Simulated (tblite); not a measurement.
Species: C₅H₁₁FSi.
Bonds: C1–C2, C2–C3, C3–F4, C3–C5, C5–Si6, Si6–C7, C3–C7. Hydrogens: H8, H9, H10 on C1; H11, H12 on C2; H13, H14 on C5; H15, H16 on Si6; H17, H18 on C7.

Structure optimised with GFN2-xTB, isolated species.

Question: What internal coordinates does the optimisation give?

Answer: 
| bond | length (Å) |
| --- | --- |
| C1–C2 | 1.525 |
| C2–C3 | 1.524 |
| C3–F4 | 1.393 |
| C3–C5, C3–C7 | 1.540 |
| C5–Si6, Si6–C7 | 1.909 |
| C1–H8, C1–H9, C1–H10 | 1.087 |
| C2–H11, C2–H12 | 1.093 |
| C5–H13, C7–H17 | 1.087 |
| C5–H14, C7–H18 | 1.088 |
| Si6–H15 | 1.463 |
| Si6–H16 | 1.460 |

Bonds in one row agree within 0.01 Å and their mean is given. A selection of angles:
| angle | degrees |
| --- | --- |
| C2–C1–H8 | 110.0 |
| C2–C1–H9 | 111.3 |
| H8–C1–H9 | 108.4 |
| H8–C1–H10 | 108.7 |
| C1–C2–C3 | 113.1 |
| C1–C2–H11 | 110.5 |
| C3–C2–H11 | 107.9 |
| H11–C2–H12 | 108.3 |
| C2–C3–F4 | 107.9 |
| C2–C3–C5 | 112.8 |
| C2–C3–C7 | 114.6 |
| F4–C3–C5 | 110.6 |
| C5–C3–C7 | 99.9 |
| C3–C5–Si6 | 90.8 |
| C3–C5–H13 | 113.7 |
| C3–C5–H14 | 110.0 |
| Si6–C5–H13 | 119.9 |
| Si6–C5–H14 | 113.8 |
| H13–C5–H14 | 107.6 |
| C5–Si6–C7 | 76.3 |
| C5–Si6–H15 | 114.4 |
| C5–Si6–H16 | 117.5 |
| H15–Si6–H16 | 112.4 |

Torsions: C1–C2–C3–F4 57° (synclinal); C2–C3–C5–Si6 110° (anticlinal); C3–C5–Si6–C7 10° (synperiplanar); C5–Si6–C7–C3 -10° (synperiplanar); C2–C3–C7–Si6 -109° (anticlinal). The mirror-image conformer, all signs reversed, is as good.

The 4-membered ring C3–C5–Si6–C7 has internal angles of 76.3° to 99.9° (sum 358°, against 360° for a flat polygon); it is puckered, 0.08 Å rms from its mean plane, widest ring torsion 12°. Of the pairs four or more bonds apart, H9···H17 is among the closest relative to their van der Waals radii: 2.25 Å, 94 % of the sum of Bondi's values. Si6 (SiH2 silicon) has angles from 76.3° to 117.5°.

Point group: C1 (no symmetry element, even within 0.4 Å). Its GFN2-xTB frequencies are all real (lowest 56 cm⁻¹). The numbers are those of one conformer.

All values are computed, not measured.
